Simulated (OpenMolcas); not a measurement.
# Ho3+ in a ligand field

Ho3+ with 4 ligands (chloride) in tetrahedral coordination (Td) at 2.53 Å. A charge of +0.25 e stands 2.4 Å behind each ligand. Ligand basis ANO-RCC-VDZP.
```
Ho    0.0000    0.0000    0.0000
Cl    1.4607    1.4607    1.4607
Cl    1.4607   -1.4607   -1.4607
Cl   -1.4607    1.4607   -1.4607
Cl   -1.4607   -1.4607    1.4607
```

```
Program             : OpenMolcas
Method              : CASSCF
Basis               : ANO-RCC-VDZP [7s6p4d2f1g]
Scalar Hamiltonian  : DKH2, point nucleus
Active space        : 10 electrons in 7 orbitals (4f)
State averaging     : 2S+1 = 5 even, 35 roots (30 in the spin-orbit step); 2S+1 = 3 even, 106 roots kept (CI in the orbitals of an earlier block); 2S+1 = 1 even, 31 roots kept (CI in the orbitals of an earlier block)
Spin-orbit coupling : state interaction with AMFI integrals over the reference wave functions
```

The lowest spin-free states (labels of Td), above the lowest:

```
   State  Degeneracy  E (cm-1)
     5A2           1       0.0
     5A1           1       9.0
     5T2           3      14.2
     5T1           3      18.0
      5E           2      82.7
     5T2           3      91.4
     5A2           1     17665
     5A1           1     17712
     5T2           3     17719
     5T1           3     17721
     3T1           3     21079
2S+1 = 3           6     21082
     3T1           3     21092
     3T2           3     21094
     3T1           3     26933
      3E           2     26939
     3T2           3     26956
     3T1           3     26983
     5A1           1     27773
     5T1           3     27775
```

The lowest levels with spin-orbit coupling:

```csv
E (cm-1),Degeneracy,Label,2S+1
0.0,2,E,5
1.2,3,T1,5
2.5,3,T2,5
47.5,2,E,5
50.9,3,T1,5
52.7,3,T2,5
54.7,1,A1,5
5165,3,T1,5
5169,2,E,5
5172,3,T2,5
5182,1,A2,5
5190,3,T2,5
5193,3,T1,5
8905,1,A1,5
8907,3,T1,5
8907,3,T2,5
8923,2,E,5
8925,3,T2,5
8928,1,A2,5
11677,3,T1,5
```

Powder χT (cm3 K/mol): 11.3 at 2 K, 12.7 at 10 K, 13.7 at 50 K, 13.8 at 100 K, 13.9 at 200 K, 13.9 at 300 K. The effective moment at 300 K is 2.828 √(χT) = 10.54 μB.

Hund's rules give f10 the level 5I8 with g = 1.250, so an isolated free-ion multiplet has χT = g² J(J+1) / 8 = 14.062 cm3 K/mol. The computed 13.882 at 300 K differs by -1 %, through the field's splitting, the mixing of terms and any other multiplet in reach.

Stevens parameters of the J = 8 multiplet, which is 55 cm-1 wide (cm-1, z along the main axis): B40 = 9.677e-04, B44 = 4.838e-03, B60 = -4.599e-06, B64 = 9.659e-05.

Metal share of the active 4f orbitals (Löwdin): 100, 100, 100, 100, 100, 100, 100 %; Mulliken charge of the metal 1.88.

High states are left out of the spin-orbit mixing, which shifts the levels that they would mix with. Without dynamic correlation the ligand-field splitting of an f shell can come out too small, at times by half. A group larger than the point group allows holds several states that coincide in this model. The first state left out of the spin-orbit step lies near 45000 cm-1 above the lowest spin-free state of the reference (among the parities and spins computed), and the lists stop at four fifths of that energy or lower. No measured value stands beside these numbers; the geometry is a model, was not optimised and need not be the one that this ion takes.
